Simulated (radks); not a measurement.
Effect of the nuclear size on neutral neodymium, [Xe] 4f4 6s2. Method: Dirac Kohn-Sham, BLYP, spin-unpolarised, spherical densities, finite nucleus; open shells are shared between the two j in proportion to 2j + 1; Fermi nuclear charge, rms radius 4.9123 fm; computed with a radial shooting solver on a logarithmic mesh with Libxc functionals. The rms radius is varied about that value; shifts are against it.

| rms radius (fm) | total energy shift (eV) | density at nucleus (e/bohr^3) | 1s1/2 shift (meV) | 2s1/2 shift (meV) | 5s1/2 shift (meV) | 5p1/2 shift (meV) | 6s1/2 shift (meV) | 4f7/2 shift (meV) | 6p1/2 (empty) shift (meV) |
|---|---|---|---|---|---|---|---|---|---|
| 4.0919 | -4.00 | 4.727e+05 | -1660 | -206 | -1.49 | 0.212 | -0.072 | 0.322 | 0.058 |
| 4.6274 | -1.45 | 4.599e+05 | -602 | -74.9 | -0.540 | 0.077 | -0.026 | 0.117 | 0.021 |
| 4.9123 | 0 | 4.538e+05 | 0.000 | 0.000 | 0.000 | 0.000 | 0.000 | 0.000 | 0.000 |
| 5.379 | 2.52 | 4.447e+05 | 1050 | 130 | 0.938 | -0.134 | 0.046 | -0.203 | -0.037 |
| 5.9439 | 5.82 | 4.349e+05 | 2410 | 300 | 2.16 | -0.309 | 0.105 | -0.468 | -0.084 |

Slopes of the eigenvalues against <r^2> in GHz/fm^2, as finite differences over the two radii next to the reference (eigenvalue slopes, not the field-shift constants of lines): 1s1/2 53000, 2s1/2 6590, 5s1/2 47.5, 5p1/2 -6.79, 6s1/2 2.31, 4f7/2 -10.3, 6p1/2 (empty) -1.85.
